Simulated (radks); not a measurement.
Results of a calculation; reference values are marked as such.
Polarisability of the manganese ion Mn5+, [Ar] 3d2, at imaginary frequency. Level of theory: scalar-relativistic Kohn-Sham, LDA (Slater exchange, Perdew-Wang correlation), spin-unpolarised, spherical densities, finite nucleus; Fermi nuclear charge, rms radius 3.7057 fm (a radial shooting solver on a logarithmic mesh with Libxc functionals). Response by self-consistent Sternheimer equations with the Hartree and adiabatic LDA kernel, the relativistic mass of each level held fixed and spin-orbit coupling left out.

| w (hartree) | alpha1(iw) (bohr^3) |
|---|---|
| 0.00266 | 0.9333 |
| 0.0143 | 0.9333 |
| 0.0360 | 0.9331 |
| 0.0697 | 0.9324 |
| 0.118 | 0.9308 |
| 0.186 | 0.9272 |
| 0.280 | 0.9197 |
| 0.413 | 0.9044 |
| 0.605 | 0.8743 |
| 0.892 | 0.8167 |
| 1.35 | 0.7126 |
| 2.12 | 0.5449 |
| 3.59 | 0.3299 |
| 6.94 | 0.1388 |
| 17.5 | 0.03318 |

Static values: alpha1 = 0.9333 bohr^3 (0.1383 angstrom^3; uncoupled 1.324). C6 = 1.701, triple-dipole C9 = 1.144 atomic units. One-pole (London) frequency 4 C6 / (3 alpha1^2) = 2.604 hartree, against 3.043 for minus the highest occupied eigenvalue.
